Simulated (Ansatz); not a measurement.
C5H12N2Sn, SMILES `CC1=[N+](C)[Sn-]([CH3])[N]1C`, one more setting.

```yaml
crystal:
  periodic: [false, false, false]
  atoms:
    - {symbol: C, position_ang: [1.960284, -0.251589, -0.446842]}
    - {symbol: C, position_ang: [0.520420, -0.375381, -0.068930]}
    - {symbol: N, position_ang: [-0.436573, -0.569849, -0.958874]}
    - {symbol: C, position_ang: [-0.189664, -0.718149, -2.361956]}
    - {symbol: Sn, position_ang: [-2.027844, -0.794366, 0.573312]}
    - {symbol: C, position_ang: [-2.595476, 1.324861, 0.458589]}
    - {symbol: N, position_ang: [0.060364, -0.318562, 1.166855]}
    - {symbol: C, position_ang: [0.877641, -0.139104, 2.330767]}
    - {symbol: H, position_ang: [2.590855, -0.049061, 0.416493]}
    - {symbol: H, position_ang: [2.090685, 0.553655, -1.173654]}
    - {symbol: H, position_ang: [2.303803, -1.174049, -0.922661]}
    - {symbol: H, position_ang: [0.442300, -1.585229, -2.597335]}
    - {symbol: H, position_ang: [0.286579, 0.168571, -2.800238]}
    - {symbol: H, position_ang: [-1.139124, -0.861490, -2.879744]}
    - {symbol: H, position_ang: [-3.388972, 1.463861, -0.281098]}
    - {symbol: H, position_ang: [-2.979793, 1.664885, 1.424460]}
    - {symbol: H, position_ang: [-1.735057, 1.935427, 0.180218]}
    - {symbol: H, position_ang: [1.630320, -0.928304, 2.453860]}
    - {symbol: H, position_ang: [1.396581, 0.827634, 2.336354]}
    - {symbol: H, position_ang: [0.241073, -0.164260, 3.216624]}
basis:
  gaussian: {orbitals: x2c-TZVPPall}
hamiltonian: {xc: {name: r2SCAN}, dispersion: d3bjatm}
```

```sh
$ ansatz run in.yaml --threads 5 --pin off --events-out ev --progress --plain --max-ram 66560MiB --backend cuda --devices 0, --max-vram 37GiB
```

It prints (some lines left out):

```
Functional definition: r2SCAN
2486 factors; their error is unknown
mean field evaluation 1: about -176413.2347 eV, gradient 1.1e2 eV
mean field evaluation 2: about -176329.8451 eV, gradient 1.9e2 eV
mean field evaluation 4: about -176438.3483 eV, gradient 1.8e1 eV
mean field evaluation 8: about -176439.1452 eV, gradient 4.3e-1 eV
mean field evaluation 16: about -176439.1025 eV, gradient 1.5e-2 eV
mean field -176439.10246579 eV, -6484.0174208989 hartree, gradient 2.0e-5 eV, S^2 0.000000; 0 other end points of the search recorded, 0 dependent functions left out
reference -176439.10248175 eV, -6484.0174214851 hartree; 53, 53 occupied and 392, 392 virtual orbitals, 2486 factors
Total energy: -176439.26405573 eV, -6484.0233592195 hartree
Relativity: scalar
```

Run time 14 s (5 threads of an AMD EPYC 7R13 on a shared host and a share of an NVIDIA H100 80 GB); peak host memory 1.1 GiB.
